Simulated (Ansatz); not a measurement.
```xyz
12

C    -1.134   -0.511    1.250
C    -1.567    0.300    0.401
C    -1.164    0.712   -0.866
B    -0.224   -0.599   -0.237
Si    1.665    0.004    0.106
H    -1.176   -0.982    2.210
H    -0.663    1.673   -0.936
H    -1.783    0.447   -1.716
H    -0.501   -1.605   -0.830
H     2.397   -0.880    1.060
H     2.483    0.062   -1.141
H     1.667    1.378    0.698
```

Charge 0, multiplicity 1. The bonds changed during the relaxation, so this is another structure than the one it started from.

(1) List the ωB97M-V/def2-TZVPP orbital energies in eV (Ansatz). (An estimate is asked.)

Answers

(1) Ansatz gave: Occupied: -1806.05, -283.32, -282.77, -282.69, -187.61, -147.17, -101.29, -101.28, -101.26, -27.47, -23.07, -18.43, -17.77, -16.38, -15.93, -15.51, -12.60, -11.82, -11.54, -11.34, -10.74, -9.40. Lowest empty: 1.00, 1.82, 2.40, 2.88, 2.93, 3.26, 3.52, 3.78.
